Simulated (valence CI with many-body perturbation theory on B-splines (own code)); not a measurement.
Which ion has this spectrum?

A relativistic CI+MBPT calculation for an atom or ion with 16 electrons gives these levels (eV):

```csv
J,Parity,E,g
2,even,0.00,1.34
0,even,17.64,
2,odd,210.27,1.04
1,odd,217.47,1.12
0,odd,217.94,
3,odd,218.21,1.10
1,even,230.52,1.49
2,even,239.32,1.14
4,odd,268.06,1.26
2,odd,272.66,1.25
3,odd,290.82,1.19
1,odd,300.53,1.04
2,odd,392.27,1.47
1,odd,411.29,1.19
```

The energies are calculated, and their last digits are not significant.

Which is it?
A. Er52+
B. Yb54+
C. Dy50+
D. Tm53+

A. Er52+, ground level (3s^2 3p1/2^2 3p3/2^2) J=2.
